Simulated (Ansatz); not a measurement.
Geometry optimisation, RKS revPBE-D4/def2-SVP (Ansatz 0.2.0).

Input file:

```yaml
crystal:
  periodic: [false, false, false]
  atoms:
    - { symbol: Ga, position_ang: [0.0, 0.0, 0.0] }
    - { symbol: Cl, position_ang: [0.0, 0.0, 2.24] }
    - { symbol: "N", position_ang: [1.6714, 0.0, -0.965] }
    - { symbol: H, position_ang: [2.138, -0.9179, -1.2168] }
    - { symbol: H, position_ang: [2.1227, 0.9179, -1.2432] }
    - { symbol: "N", position_ang: [-1.6714, 0.0, -0.965] }
    - { symbol: H, position_ang: [-2.3403, -0.8164, -0.8664] }
    - { symbol: H, position_ang: [-1.9204, 0.8164, -1.5936] }
basis:
  gaussian: { orbitals: def2-SVP }
hamiltonian:
  xc: revpbe
  dispersion: d4
relax:
  f_tol: 0.02
  max_steps: 40
output:
  orbitals: {}
```

Command:

```bash
$ ansatz run input.yaml --threads 2 --pin off --max-ram 3072MiB --backend cpu --events-out ev --progress --plain --runs-dir out
```

Task: Where does it end, and by what steps?

Result: The run converged. After 13 steps the energy has fallen by 1.101 eV; H5 moved furthest, 1.16 Å.

| step | energy less start (eV) | largest force component (eV/Å) | accepted |
| --- | --- | --- | --- |
| 0 | 0.0000 | 1.646 | yes |
| 1 | -0.4289 | 1.163 | yes |
| 2 | -0.6595 | 0.888 | yes |
| 3 | -0.8323 | 0.734 | yes |
| 4 | -0.9274 | 0.764 | yes |
| 5 | -0.9738 | 0.645 | yes |
| 6 | -1.0151 | 0.221 | yes |
| 7 | -1.0504 | 0.270 | yes |
| 8 | -1.0843 | 0.187 | yes |
| 9 | -1.0990 | 0.073 | yes |
| 10 | -1.1001 | 0.077 | yes |
| 11 | -1.1006 | 0.028 | yes |
| 12 | -1.1006 | 0.049 | yes |
| 13 | -1.1008 | 0.004 | yes |

```xyz
8
Properties=species:S:1:pos:R:3
Ga -0.003 0.028 -0.119
Cl -0.015 0.161 2.054
N 1.602 0.277 -0.970
H 1.746 -0.151 -1.889
H 2.450 0.180 -0.405
N -1.598 -0.324 -0.952
H -2.452 -0.159 -0.411
H -1.731 -0.011 -1.917
```

The run took 10 s on 2 threads of AMD EPYC 9R45 96-Core Processor (Zen 5), on a shared host, peak memory 0.16 GiB.
